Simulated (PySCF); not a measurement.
**Pb²⁺ (lead, charge +2) across methods**

[Xe] 4f14 5d10 6s2, closed-shell 1S. Computed with PySCF 2.14 in x2c-QZVPPall (16s10p9d6f1g, 142 functions), with scalar relativity by spin-free X2C-1e.

```csv
method,E (hartree),mean ε 5p (eV),mean ε 5d (eV),mean ε 6s (eV),Σ⟨r²⟩ (bohr²),⟨S²⟩
UHF,-20879.42494,-121.28,-45.987,-30.119,46.05,0.000
PBE,-20885.50,-103.04,-37.805,-27.387,45.85,0.000
r2SCAN,-20885.45,-105.26,-38.469,-27.604,45.70,0.000
PBE0,-20885.21,-107.93,-40.150,-28.327,45.79,0.000
```

(1) Estimate the same row for LDA.

Spin-orbit coupling, which splits the p, d and f shells strongly at this Z, is absent.

Results:

(1) E (hartree) = -20872.94; mean ε 5p (eV) = -103.30; mean ε 5d (eV) = -38.041; mean ε 6s (eV) = -27.817; Σ⟨r²⟩ (bohr²) = 45.82; ⟨S²⟩ = 0.000.
